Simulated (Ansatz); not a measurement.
Ansatz (a first-principles code) input file for Al(H)(Me)(Et) (C₃H₉Al), SMILES C[CH2][AlH][CH3], r2SCAN-D4/def2-SVP. 

Ansatz 0.2 input:
```yaml
crystal:
  periodic: [false, false, false]
  atoms:
    - {symbol: Al, position_ang: [0.00788737, -0.14543407, 0.65005876]}
    - {symbol: H, position_ang: [-0.42393256, -1.60590213, 0.96155615]}
    - {symbol: C, position_ang: [0.54434838, 1.00049606, 2.18382958]}
    - {symbol: H, position_ang: [1.60626638, 1.27232682, 2.17482591]}
    - {symbol: H, position_ang: [0.36462656, 0.48110662, 3.13352165]}
    - {symbol: H, position_ang: [-0.00803698, 1.94643041, 2.23382019]}
    - {symbol: C, position_ang: [-0.06518827, 0.30431011, -1.30464660]}
    - {symbol: C, position_ang: [-0.47852101, -0.97854568, -2.04891955]}
    - {symbol: H, position_ang: [0.88991174, 0.66385444, -1.71353210]}
    - {symbol: H, position_ang: [-0.78557813, 1.10089600, -1.54225423]}
    - {symbol: H, position_ang: [-1.43091259, -1.35009168, -1.66606683]}
    - {symbol: H, position_ang: [0.26240443, -1.76414791, -1.89259728]}
    - {symbol: H, position_ang: [-0.58111923, -0.81139258, -3.12161808]}
basis:
  gaussian:
    orbitals: def2-SVP
hamiltonian:
  xc: r2scan
  dispersion: d4
relax: {f_tol: 0.002, max_steps: 200}
```

Output:

```
WARN ansatz: RAYON_NUM_THREADS=1 ignored (pool sized by the plan → 1); use --threads N
Functional definition: r2SCAN
integrals: 0.05 GiB planned
1189 factors; their error is unknown
mean field: 0.29 GiB planned
mean field evaluation 1: about -9833.6320 eV, gradient 7.3e1 eV
mean field evaluation 2: about -9821.8521 eV, gradient 9.4e1 eV
mean field evaluation 4: about -9847.2707 eV, gradient 4.3e0 eV
mean field evaluation 8: about -9847.3255 eV, gradient 5.5e-2 eV
mean field evaluation 16: about -9847.2731 eV, gradient 6.0e-5 eV
mean field -9847.27314285 eV, -361.8806132781 hartree, gradient 8.5e-6 eV, S^2 0.000000; 0 other end points of the search recorded, 0 dependent functions left out
the calculation of the forces begins
reference -9847.27315501 eV, -361.8806137251 hartree; 20, 20 occupied and 85, 85 virtual orbitals, 1189 factors
relax step   1: F+E_penalty+E_count = -9847.32488504 eV  Δ(F+E_penalty+E_count) = +0.000e0 eV  max|allowed force component| = 9.241e-1 eV/Å  Δτ_max = 0.0000 Å  (28 SCF iters, accepted)
these checks for a lower state are left out or cut short: starts, cluster_reference, orbital_swaps, neighbouring_geometries, increment
integrals: 0.05 GiB planned
1189 factors; their error is unknown
mean field: 0.29 GiB planned
mean field -9847.35618815 eV, -361.8836651368 hartree, gradient 1.2e-5 eV, S^2 0.000000; 0 other end points of the search recorded, 0 dependent functions left out
the calculation of the forces begins
reference -9847.35620038 eV, -361.8836655861 hartree; 20, 20 occupied and 85, 85 virtual orbitals, 1189 factors
[...]
relax step  24: F+E_penalty+E_count = -9847.44756980 eV  Δ(F+E_penalty+E_count) = -2.115e-4 eV  max|allowed force component| = 1.919e-2 eV/Å  Δτ_max = 0.0221 Å  (29 SCF iters, accepted)
these checks for a lower state are left out or cut short: starts, cluster_reference, orbital_swaps, neighbouring_geometries, increment
integrals: 0.05 GiB planned
1189 factors; their error is unknown
mean field: 0.29 GiB planned
mean field -9847.39565721 eV, -361.8851155980 hartree, gradient 1.1e-5 eV, S^2 0.000000; 0 other end points of the search recorded, 0 dependent functions left out
the calculation of the forces begins
reference -9847.39566948 eV, -361.8851160487 hartree; 20, 20 occupied and 85, 85 virtual orbitals, 1189 factors
relax step  25: F+E_penalty+E_count = -9847.44777264 eV  Δ(F+E_penalty+E_count) = -2.028e-4 eV  max|allowed force component| = 4.609e-2 eV/Å  Δτ_max = 0.0462 Å  (28 SCF iters, accepted)
these checks for a lower state are left out or cut short: starts, cluster_reference, orbital_swaps, neighbouring_geometries, increment
integrals: 0.05 GiB planned
1189 factors; their error is unknown
mean field: 0.29 GiB planned
mean field evaluation 192: about -9847.3957 eV, gradient 1.1e-5 eV
mean field -9847.39573133 eV, -361.8851183217 hartree, gradient 1.1e-5 eV, S^2 0.000000; 0 other end points of the search recorded, 0 dependent functions left out
the calculation of the forces begins
reference -9847.39574359 eV, -361.8851187724 hartree; 20, 20 occupied and 85, 85 virtual orbitals, 1189 factors
relax step  26: F+E_penalty+E_count = -9847.44783157 eV  Δ(F+E_penalty+E_count) = -5.893e-5 eV  max|allowed force component| = 6.836e-2 eV/Å  Δτ_max = 0.0456 Å  (28 SCF iters, accepted)
these checks for a lower state are left out or cut short: starts, cluster_reference, orbital_swaps, neighbouring_geometries, increment
integrals: 0.05 GiB planned
1189 factors; their error is unknown
mean field: 0.29 GiB planned
mean field -9847.39589246 eV, -361.8851242431 hartree, gradient 1.8e-5 eV, S^2 0.000000; 0 other end points of the search recorded, 0 dependent functions left out
the calculation of the forces begins
reference -9847.39590472 eV, -361.8851246938 hartree; 20, 20 occupied and 85, 85 virtual orbitals, 1189 factors
relax step  27: F+E_penalty+E_count = -9847.44798894 eV  Δ(F+E_penalty+E_count) = -1.574e-4 eV  max|allowed force component| = 4.187e-2 eV/Å  Δτ_max = 0.0056 Å  (22 SCF iters, accepted)
these checks for a lower state are left out or cut short: starts, cluster_reference, orbital_swaps, neighbouring_geometries, increment
integrals: 0.05 GiB planned
1189 factors; their error is unknown
mean field: 0.29 GiB planned
mean field -9847.39598290 eV, -361.8851275669 hartree, gradient 1.1e-5 eV, S^2 0.000000; 0 other end points of the search recorded, 0 dependent functions left out
the calculation of the forces begins
reference -9847.39599516 eV, -361.8851280175 hartree; 20, 20 occupied and 85, 85 virtual orbitals, 1189 factors
relax step  28: F+E_penalty+E_count = -9847.44808138 eV  Δ(F+E_penalty+E_count) = -9.244e-5 eV  max|allowed force component| = 1.831e-3 eV/Å  Δτ_max = 0.0093 Å  (30 SCF iters, accepted)
these checks for a lower state are left out or cut short: starts, cluster_reference, orbital_swaps, neighbouring_geometries, increment
integrals: 0.05 GiB planned
1189 factors; their error is unknown
mean field: 0.29 GiB planned
mean field -9847.39603776 eV, -361.8851295828 hartree, gradient 1.1e-5 eV, S^2 0.000000; 0 other end points of the search recorded, 0 dependent functions left out
the calculation of the forces begins
reference -9847.39605001 eV, -361.8851300333 hartree; 20, 20 occupied and 85, 85 virtual orbitals, 1189 factors
relax step  29: F+E_penalty+E_count = -9847.44813535 eV  Δ(F+E_penalty+E_count) = -5.397e-5 eV  max|allowed force component| = 6.109e-3 eV/Å  Δτ_max = 0.0237 Å  (28 SCF iters, accepted)
these checks for a lower state are left out or cut short: starts, cluster_reference, orbital_swaps, neighbouring_geometries, increment
integrals: 0.05 GiB planned
1189 factors; their error is unknown
mean field: 0.29 GiB planned
mean field -9847.39605088 eV, -361.8851300649 hartree, gradient 1.1e-5 eV, S^2 0.000000; 0 other end points of the search recorded, 0 dependent functions left out
the calculation of the forces begins
reference -9847.39606313 eV, -361.8851305152 hartree; 20, 20 occupied and 85, 85 virtual orbitals, 1189 factors
relax step  30: F+E_penalty+E_count = -9847.44814619 eV  Δ(F+E_penalty+E_count) = -1.084e-5 eV  max|allowed force component| = 2.472e-2 eV/Å  Δτ_max = 0.0375 Å  (29 SCF iters, accepted)
these checks for a lower state are left out or cut short: starts, cluster_reference, orbital_swaps, neighbouring_geometries, increment
integrals: 0.05 GiB planned
1189 factors; their error is unknown
mean field: 0.29 GiB planned
mean field evaluation 224: about -9847.3961 eV, gradient 1.6e-3 eV
mean field -9847.39607558 eV, -361.8851309729 hartree, gradient 1.1e-5 eV, S^2 0.000000; 0 other end points of the search recorded, 0 dependent functions left out
the calculation of the forces begins
reference -9847.39608784 eV, -361.8851314232 hartree; 20, 20 occupied and 85, 85 virtual orbitals, 1189 factors
relax step  31: F+E_penalty+E_count = -9847.44817226 eV  Δ(F+E_penalty+E_count) = -2.607e-5 eV  max|allowed force component| = 7.666e-3 eV/Å  Δτ_max = 0.0083 Å  (29 SCF iters, accepted)
these checks for a lower state are left out or cut short: starts, cluster_reference, orbital_swaps, neighbouring_geometries, increment
integrals: 0.05 GiB planned
1189 factors; their error is unknown
mean field: 0.29 GiB planned
mean field -9847.39608230 eV, -361.8851312199 hartree, gradient 1.2e-5 eV, S^2 0.000000; 0 other end points of the search recorded, 0 dependent functions left out
the calculation of the forces begins
reference -9847.39609456 eV, -361.8851316702 hartree; 20, 20 occupied and 85, 85 virtual orbitals, 1189 factors
relax step  32: F+E_penalty+E_count = -9847.44817956 eV  Δ(F+E_penalty+E_count) = -7.305e-6 eV  max|allowed force component| = 2.621e-3 eV/Å  Δτ_max = 0.0041 Å  (22 SCF iters, accepted)
these checks for a lower state are left out or cut short: starts, cluster_reference, orbital_swaps, neighbouring_geometries, increment
integrals: 0.05 GiB planned
1189 factors; their error is unknown
mean field: 0.29 GiB planned
mean field -9847.39608808 eV, -361.8851314320 hartree, gradient 1.1e-5 eV, S^2 0.000000; 0 other end points of the search recorded, 0 dependent functions left out
the calculation of the forces begins
reference -9847.39610033 eV, -361.8851318822 hartree; 20, 20 occupied and 85, 85 virtual orbitals, 1189 factors
relax step  33: F+E_penalty+E_count = -9847.44818555 eV  Δ(F+E_penalty+E_count) = -5.988e-6 eV  max|allowed force component| = 8.698e-4 eV/Å  Δτ_max = 0.0093 Å  (29 SCF iters, accepted)
these checks for a lower state are left out or cut short: starts, cluster_reference, orbital_swaps, neighbouring_geometries, increment
integrals: 0.05 GiB planned
1189 factors; their error is unknown
mean field: 0.29 GiB planned
mean field -9847.39608767 eV, -361.8851314171 hartree, gradient 1.1e-5 eV, S^2 0.000000; 0 other end points of the search recorded, 0 dependent functions left out
the calculation of the forces begins
reference -9847.39609992 eV, -361.8851318672 hartree; 20, 20 occupied and 85, 85 virtual orbitals, 1189 factors
relax step  34: F+E_penalty+E_count = -9847.44818497 eV  Δ(F+E_penalty+E_count) = +5.875e-7 eV  max|allowed force component| = 5.392e-3 eV/Å  Δτ_max = 0.0086 Å  (29 SCF iters, rejected (line search))
these checks for a lower state are left out or cut short: starts, cluster_reference, orbital_swaps, neighbouring_geometries, increment
integrals: 0.05 GiB planned
1189 factors; their error is unknown
mean field: 0.29 GiB planned
mean field -9847.39608916 eV, -361.8851314717 hartree, gradient 1.2e-5 eV, S^2 0.000000; 0 other end points of the search recorded, 0 dependent functions left out
the calculation of the forces begins
reference -9847.39610141 eV, -361.8851319218 hartree; 20, 20 occupied and 85, 85 virtual orbitals, 1189 factors
relax step  35: F+E_penalty+E_count = -9847.44818611 eV  Δ(F+E_penalty+E_count) = -5.548e-7 eV  max|allowed force component| = 3.558e-3 eV/Å  Δτ_max = 0.0043 Å  (21 SCF iters, accepted)
these checks for a lower state are left out or cut short: starts, cluster_reference, orbital_swaps, neighbouring_geometries, increment
integrals: 0.05 GiB planned
1189 factors; their error is unknown
mean field: 0.29 GiB planned
mean field evaluation 256: about -9847.3961 eV, gradient 1.0e-3 eV
mean field -9847.39609056 eV, -361.8851315234 hartree, gradient 1.6e-5 eV, S^2 0.000000; 0 other end points of the search recorded, 0 dependent functions left out
the calculation of the forces begins
reference -9847.39610281 eV, -361.8851319735 hartree; 20, 20 occupied and 85, 85 virtual orbitals, 1189 factors
relax step  36: F+E_penalty+E_count = -9847.44818750 eV  Δ(F+E_penalty+E_count) = -1.389e-6 eV  max|allowed force component| = 1.028e-3 eV/Å  Δτ_max = 0.0058 Å  (21 SCF iters, accepted)
integrals: 0.05 GiB planned
1189 factors; their error is unknown
mean field: 0.29 GiB planned
mean field -9847.39609056 eV, -361.8851315234 hartree, gradient 1.8e-5 eV, S^2 0.000000; 1 other end points of the search recorded, 0 dependent functions left out
the calculation of the forces begins
reference -9847.39610281 eV, -361.8851319735 hartree; 20, 20 occupied and 85, 85 virtual orbitals, 1189 factors
Total energy: -9847.44819974 eV, -361.8870465005 hartree
Atom 0 at     0.113895    -0.306385     0.737792 Å, force     0.000444    -0.000049     0.000827 eV/Å
Atom 1 at    -0.015685    -1.835104     1.189351 Å, force    -0.000112    -0.000196    -0.000754 eV/Å
Atom 2 at     0.556106     1.043528     2.085848 Å, force    -0.000163     0.000546     0.001028 eV/Å
Atom 3 at     1.518281     0.813299     2.578561 Å, force    -0.000224     0.000001    -0.000322 eV/Å
Atom 4 at    -0.193577     1.054801     2.897912 Å, force     0.000326     0.000021    -0.000393 eV/Å
Atom 5 at     0.626405     2.069035     1.687526 Å, force    -0.000014     0.000094    -0.000035 eV/Å
Atom 6 at    -0.171066     0.190306    -1.144484 Å, force    -0.000544     0.000012    -0.000330 eV/Å
Atom 7 at    -0.507815    -0.927226    -2.138845 Å, force     0.000049     0.000026    -0.000096 eV/Å
Atom 8 at     0.732431     0.741546    -1.477961 Å, force     0.000141    -0.000175     0.000154 eV/Å
Atom 9 at    -0.961821     0.968788    -1.160068 Å, force     0.000237    -0.000247     0.000029 eV/Å
Atom 10 at    -1.432473    -1.458692    -1.858477 Å, force    -0.000066     0.000052    -0.000044 eV/Å
Atom 11 at     0.288465    -1.688869    -2.182527 Å, force    -0.000056    -0.000016    -0.000001 eV/Å
Atom 12 at    -0.650991    -0.551120    -3.166650 Å, force    -0.000020    -0.000069    -0.000064 eV/Å
Dipole moment:     0.017441     0.158746    -0.025089 e Å
```

The calculation finished and met its thresholds.

Cost: very roughly 4 core-minutes.
